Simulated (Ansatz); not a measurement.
```yaml
crystal:
  periodic: [false, false, false]
  atoms:
    - {symbol: Si, position_ang: [-1.787905, 1.079037, 0.652501]}
    - {symbol: Si, position_ang: [0.215106, -0.122647, 0.777322]}
    - {symbol: C, position_ang: [1.618823, 0.560300, -0.346464]}
    - {symbol: N, position_ang: [1.851690, -0.268085, -1.298191]}
    - {symbol: Si, position_ang: [0.764153, -1.635568, -0.913047]}
    - {symbol: H, position_ang: [-1.679871, 2.378440, 1.369618]}
    - {symbol: H, position_ang: [-2.110156, 1.341922, -0.774977]}
    - {symbol: H, position_ang: [-2.892216, 0.287985, 1.259232]}
    - {symbol: H, position_ang: [0.581770, -0.366400, 2.203787]}
    - {symbol: H, position_ang: [2.176883, 1.505207, -0.299198]}
    - {symbol: H, position_ang: [-0.188350, -1.947024, -2.012051]}
    - {symbol: H, position_ang: [1.527173, -2.868470, -0.584432]}
basis:
  gaussian: {orbitals: aug-cc-pVTZ}
hamiltonian: {xc: {name: B2GP-PLYP}, pseudopotentials: {relativity: scalar}}
scf: {lower_state_search: off}
output: {forces: true}
```

```sh
$ ansatz run in.yaml --threads 4 --pin off --events-out ev --progress --plain --max-ram 10444MiB
```

It prints (some lines left out):

```
Functional definition: B2GP-PLYP
2251 factors; integrals over basis functions are off by at most 1.4e-3 eV
mean field evaluation 1: about -26290.8912 eV, gradient 4.4e1 eV
mean field evaluation 2: about -26291.0971 eV, gradient 4.4e1 eV
mean field evaluation 4: about -26295.6823 eV, gradient 6.3e0 eV
mean field evaluation 8: about -26295.7939 eV, gradient 3.4e-1 eV
mean field evaluation 16: about -26295.7947 eV, gradient 5.1e-4 eV
mean field -26295.79473650 eV, -966.3526326365 hartree, gradient 7.7e-6 eV, S^2 0.000000; 0 other end points of the search recorded, 0 dependent functions left out
17 core orbitals not correlated: weight in the atoms' cores, before any rotation towards them, 1.000 or more for the frozen orbitals, at most 0.000 for the correlated occupied ones
reference -26295.79491333 eV, -966.3526391351 hartree; 14, 14 occupied and 372, 372 virtual orbitals, 2251 factors
second order -23.24117045 eV of doubles, -0.00000000 eV of singles
Total energy: -26304.16173470 eV, -966.6601141489 hartree
Relativity: scalar
Atom 0 at    -1.787905     1.079037     0.652501 Å, force    -0.199852     0.124004     0.003277 eV/Å
Atom 1 at     0.215106    -0.122647     0.777322 Å, force     0.008807    -0.029932     0.222426 eV/Å
Atom 2 at     1.618823     0.560300    -0.346464 Å, force     0.103524     0.512364     0.292743 eV/Å
Atom 3 at     1.851690    -0.268085    -1.298191 Å, force     0.152879    -0.143448    -0.311811 eV/Å
Atom 4 at     0.764153    -1.635568    -0.913047 Å, force    -0.094717    -0.401858    -0.125328 eV/Å
Atom 5 at    -1.679871     2.378440     1.369618 Å, force    -0.016472    -0.134628    -0.077626 eV/Å
Atom 6 at    -2.110156     1.341922    -0.774977 Å, force     0.030116    -0.026077     0.147997 eV/Å
Atom 7 at    -2.892216     0.287985     1.259232 Å, force     0.111891     0.084368    -0.063484 eV/Å
Atom 8 at     0.581770    -0.366400     2.203787 Å, force    -0.028386     0.023611    -0.136842 eV/Å
Atom 9 at     2.176883     1.505207    -0.299198 Å, force    -0.085674    -0.164122    -0.021386 eV/Å
Atom 10 at    -0.188350    -1.947024    -2.012051 Å, force     0.098745     0.029279     0.110752 eV/Å
Atom 11 at     1.527173    -2.868470    -0.584432 Å, force    -0.080859     0.126438    -0.040720 eV/Å
Dipole moment:    -0.232939     0.014183     0.307130 e Å
Checks for a lower state left out: starts, cluster_reference, orbital_swaps, neighbouring_geometries, increment
```

Run time 57 s (4 threads of an Arm Neoverse V1 on a shared host); peak host memory 2.3 GiB.
